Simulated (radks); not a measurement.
Values are calculated unless marked as measured or tabulated.
Ionisation of W+, [Xe] 4f14 5d4 6s1, to W2+, [Xe] 4f14 5d4, under several functionals. Dirac Kohn-Sham, spin-unpolarised, spherical densities, point nucleus; open shells fill j = l - 1/2 first; a radial shooting solver on a logarithmic mesh with Libxc functionals.

functional                                        E(W+) (hartree)  Exc (hartree)  IE (eV)  -e(HOMO) (eV)  <r> HOMO (bohr)  IE error (eV)
LDA (Slater exchange, Perdew-Wang correlation)        -16156.1538      -315.3700   15.878         12.178            1.939         -0.492
RPBE                                                  -16166.1060      -325.4140   15.390         11.822            1.938         -0.980
exchange-only B88                                     -16162.6213      -321.8828   14.882         10.976            1.963         -1.488
exchange-only LDA                                     -16148.5588      -307.6851   14.829         10.913            1.963         -1.541
revPBE                                                -16165.9673      -325.2741   15.403         11.834            1.938         -0.967
LDA (Slater exchange, Perdew-Zunger correlation)      -16156.1597      -315.3762   15.886         12.180            1.940         -0.484
BLYP                                                  -16166.5783      -325.8772   15.618         11.805            1.948         -0.752
HCTH/407                                              -16175.0861      -334.7696   15.510         12.013            2.999         -0.860

NIST Atomic Spectra Database: 16.4 eV (semi-empirical). Closest: LDA (Slater exchange, Perdew-Zunger correlation). The Delta-SCF values span 1.06 eV, the total energies 26.53 hartree. The highest occupied level is 5d3/2. Spin polarisation and multiplet splitting are left out, so open shells lie too high by an amount that depends on their filling.

Beside tabulated values, note that spin-unpolarised runs miss the spin-polarisation part of the exchange energy of open shells.
